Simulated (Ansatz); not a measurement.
Ansatz (a first-principles code) input (B3LYP-D3(BJ)/def2-TZVP):

Ansatz 0.2 input:
```yaml
crystal:
  periodic: [false, false, false]
  atoms:
    - {symbol: Zn, position_ang: [-0.00000000, -0.00000000, -0.04961585]}
    - {symbol: H, position_ang: [0.00000000, 0.00000000, 1.48847542]}
basis:
  gaussian:
    orbitals: def2-TZVP
hamiltonian:
  xc: b3lyp
  dispersion: d3bj
total_charge: 1
phonons: {temperatures: {t_min: 298.15, t_max: 298.15, t_step: 100}}
```

Output:

```
Functional definition: B3LYP
integrals: 0.01 GiB planned
489 factors; integrals over basis functions are off by at most 6.1e-4 eV
mean field: 0.13 GiB planned
mean field evaluation 1: about -48426.1934 eV, gradient 2.8e1 eV
mean field evaluation 2: about -48424.1575 eV, gradient 4.4e1 eV
mean field evaluation 4: about -48428.0314 eV, gradient 2.8e0 eV
mean field evaluation 8: about -48428.0496 eV, gradient 9.2e-3 eV
mean field -48428.04960218 eV, -1779.6979971692 hartree, gradient 8.0e-5 eV, S^2 0.000000; 0 other end points of the search recorded, 0 dependent functions left out
the calculation of the forces begins
reference -48428.04978434 eV, -1779.6980038632 hartree; 15, 15 occupied and 39, 39 virtual orbitals, 489 factors
these checks for a lower state are left out or cut short: stability, starts, cluster_reference, orbital_swaps, neighbouring_geometries, increment
integrals: 0.01 GiB planned
489 factors; integrals over basis functions are off by at most 6.1e-4 eV
mean field: 0.13 GiB planned
mean field evaluation 16: about -48428.0496 eV, gradient 2.2e-5 eV
mean field -48428.04960216 eV, -1779.6979971685 hartree, gradient 2.1e-7 eV, S^2 0.000000; 0 other end points of the search recorded, 0 dependent functions left out
the calculation of the forces begins
reference -48428.04978432 eV, -1779.6980038625 hartree; 15, 15 occupied and 39, 39 virtual orbitals, 489 factors
these checks for a lower state are left out or cut short: stability, starts, cluster_reference, orbital_swaps, neighbouring_geometries, increment
integrals: 0.01 GiB planned
489 factors; integrals over basis functions are off by at most 6.1e-4 eV
mean field: 0.13 GiB planned
mean field -48428.04960216 eV, -1779.6979971685 hartree, gradient 2.1e-7 eV, S^2 0.000000; 0 other end points of the search recorded, 0 dependent functions left out
the calculation of the forces begins
reference -48428.04978432 eV, -1779.6980038625 hartree; 15, 15 occupied and 39, 39 virtual orbitals, 489 factors
these checks for a lower state are left out or cut short: stability, starts, cluster_reference, orbital_swaps, neighbouring_geometries, increment
integrals: 0.01 GiB planned
489 factors; integrals over basis functions are off by at most 6.1e-4 eV
mean field: 0.13 GiB planned
mean field evaluation 32: about -48428.0496 eV, gradient 5.7e-7 eV
mean field -48428.04960216 eV, -1779.6979971685 hartree, gradient 2.1e-7 eV, S^2 0.000000; 0 other end points of the search recorded, 0 dependent functions left out
the calculation of the forces begins
reference -48428.04978432 eV, -1779.6980038625 hartree; 15, 15 occupied and 39, 39 virtual orbitals, 489 factors
these checks for a lower state are left out or cut short: stability, starts, cluster_reference, orbital_swaps, neighbouring_geometries, increment
integrals: 0.01 GiB planned
489 factors; integrals over basis functions are off by at most 6.1e-4 eV
mean field: 0.13 GiB planned
mean field -48428.04960216 eV, -1779.6979971685 hartree, gradient 2.1e-7 eV, S^2 0.000000; 0 other end points of the search recorded, 0 dependent functions left out
the calculation of the forces begins
reference -48428.04978432 eV, -1779.6980038625 hartree; 15, 15 occupied and 39, 39 virtual orbitals, 489 factors
these checks for a lower state are left out or cut short: stability, starts, cluster_reference, orbital_swaps, neighbouring_geometries, increment
integrals: 0.01 GiB planned
489 factors; integrals over basis functions are off by at most 6.0e-4 eV
mean field: 0.13 GiB planned
mean field -48428.04958546 eV, -1779.6979965546 hartree, gradient 3.2e-6 eV, S^2 0.000000; 0 other end points of the search recorded, 0 dependent functions left out
the calculation of the forces begins
reference -48428.04976752 eV, -1779.6980032452 hartree; 15, 15 occupied and 39, 39 virtual orbitals, 489 factors
these checks for a lower state are left out or cut short: stability, starts, cluster_reference, orbital_swaps, neighbouring_geometries, increment
integrals: 0.01 GiB planned
489 factors; integrals over basis functions are off by at most 6.2e-4 eV
mean field: 0.13 GiB planned
mean field -48428.04953904 eV, -1779.6979948486 hartree, gradient 2.7e-6 eV, S^2 0.000000; 0 other end points of the search recorded, 0 dependent functions left out
the calculation of the forces begins
reference -48428.04972128 eV, -1779.6980015460 hartree; 15, 15 occupied and 39, 39 virtual orbitals, 489 factors
these checks for a lower state are left out or cut short: stability, starts, cluster_reference, orbital_swaps, neighbouring_geometries, increment
integrals: 0.01 GiB planned
489 factors; integrals over basis functions are off by at most 6.1e-4 eV
mean field: 0.13 GiB planned
mean field -48428.04960216 eV, -1779.6979971685 hartree, gradient 2.1e-7 eV, S^2 0.000000; 0 other end points of the search recorded, 0 dependent functions left out
the calculation of the forces begins
reference -48428.04978432 eV, -1779.6980038625 hartree; 15, 15 occupied and 39, 39 virtual orbitals, 489 factors
these checks for a lower state are left out or cut short: stability, starts, cluster_reference, orbital_swaps, neighbouring_geometries, increment
integrals: 0.01 GiB planned
489 factors; integrals over basis functions are off by at most 6.1e-4 eV
mean field: 0.13 GiB planned
mean field evaluation 64: about -48428.0496 eV, gradient 5.1e-6 eV
mean field -48428.04960216 eV, -1779.6979971685 hartree, gradient 2.1e-7 eV, S^2 0.000000; 0 other end points of the search recorded, 0 dependent functions left out
the calculation of the forces begins
reference -48428.04978432 eV, -1779.6980038625 hartree; 15, 15 occupied and 39, 39 virtual orbitals, 489 factors
these checks for a lower state are left out or cut short: stability, starts, cluster_reference, orbital_swaps, neighbouring_geometries, increment
integrals: 0.01 GiB planned
489 factors; integrals over basis functions are off by at most 6.1e-4 eV
mean field: 0.13 GiB planned
mean field -48428.04960216 eV, -1779.6979971685 hartree, gradient 2.1e-7 eV, S^2 0.000000; 0 other end points of the search recorded, 0 dependent functions left out
the calculation of the forces begins
reference -48428.04978432 eV, -1779.6980038625 hartree; 15, 15 occupied and 39, 39 virtual orbitals, 489 factors
these checks for a lower state are left out or cut short: stability, starts, cluster_reference, orbital_swaps, neighbouring_geometries, increment
integrals: 0.01 GiB planned
489 factors; integrals over basis functions are off by at most 6.1e-4 eV
mean field: 0.13 GiB planned
mean field -48428.04960216 eV, -1779.6979971685 hartree, gradient 2.1e-7 eV, S^2 0.000000; 0 other end points of the search recorded, 0 dependent functions left out
the calculation of the forces begins
reference -48428.04978432 eV, -1779.6980038625 hartree; 15, 15 occupied and 39, 39 virtual orbitals, 489 factors
these checks for a lower state are left out or cut short: stability, starts, cluster_reference, orbital_swaps, neighbouring_geometries, increment
integrals: 0.01 GiB planned
489 factors; integrals over basis functions are off by at most 6.2e-4 eV
mean field: 0.13 GiB planned
mean field -48428.04953904 eV, -1779.6979948486 hartree, gradient 2.7e-6 eV, S^2 0.000000; 0 other end points of the search recorded, 0 dependent functions left out
the calculation of the forces begins
reference -48428.04972128 eV, -1779.6980015460 hartree; 15, 15 occupied and 39, 39 virtual orbitals, 489 factors
these checks for a lower state are left out or cut short: stability, starts, cluster_reference, orbital_swaps, neighbouring_geometries, increment
integrals: 0.01 GiB planned
489 factors; integrals over basis functions are off by at most 6.0e-4 eV
mean field: 0.13 GiB planned
mean field evaluation 96: about -48428.0496 eV, gradient 3.2e-6 eV
mean field -48428.04958546 eV, -1779.6979965546 hartree, gradient 3.2e-6 eV, S^2 0.000000; 0 other end points of the search recorded, 0 dependent functions left out
the calculation of the forces begins
reference -48428.04976752 eV, -1779.6980032452 hartree; 15, 15 occupied and 39, 39 virtual orbitals, 489 factors
Total energy: -48428.06957121 eV, -1779.6987310173 hartree
Atom 0 at    -0.000000    -0.000000    -0.049616 Å, force    -0.000000    -0.000000    -0.000006 eV/Å
Atom 1 at     0.000000     0.000000     1.488475 Å, force    -0.000000     0.000000     0.000006 eV/Å
Dipole moment:    -0.000000    -0.000000    -0.296683 e Å
Vibrations: 1871.10 cm⁻¹, zero-point energy 0.115993 eV
```
